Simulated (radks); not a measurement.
Results of a calculation; reference values are marked as such.
All-electron atom: In in [Kr] 4d8 5s2 5p3 (not the ground configuration). Code: a radial shooting solver on a logarithmic mesh with Libxc functionals. Model: scalar-relativistic Kohn-Sham, LDA (Slater exchange, Perdew-Wang correlation), spin-polarised, spherical densities, finite nucleus; open shells are filled with parallel spins first (spin-orbit coupling, left out, can overturn this in heavy ions); Fermi nuclear charge, rms radius 4.6156 fm.

Radial electron density D(r) = 4 pi r^2 rho(r):

r (bohr)  D(r) (e/bohr)   spin D(r)
0.003832          13.50  -0.0000859
0.005152          20.61  -0.0000991
0.006927          30.11  -0.0000533
0.009238          41.16    0.000173
0.01242           52.60    0.000908
0.0167            60.92     0.00285
0.02245           62.84     0.00736
0.02995           58.61      0.0162
0.04026           54.45      0.0322
0.05413           59.91      0.0570
0.07277           74.24      0.0957
0.09706           80.01       0.170
0.1305            66.64       0.335
0.1755            54.81       0.582
0.2359            62.70       0.647
0.3146            61.50       0.270
0.423             35.38      0.0115
0.5687            19.47       0.891
0.7585            21.26        2.10
1.02              16.88        2.06
1.371             8.040        1.39
1.843             3.895        1.31
2.459             2.480        1.33
3.306             1.266       0.884
4.444            0.3993       0.329
5.975           0.06828      0.0624
7.969          0.005874     0.00568
10.71         0.0001819    0.000180

D(r) has 4 maxima, at r = 0.0209, 0.0918, 0.272, 0.783 bohr, and minima at 0.0409, 0.177, 0.597 bohr, inside which lie 2.00, 11.11, 29.05 electrons.
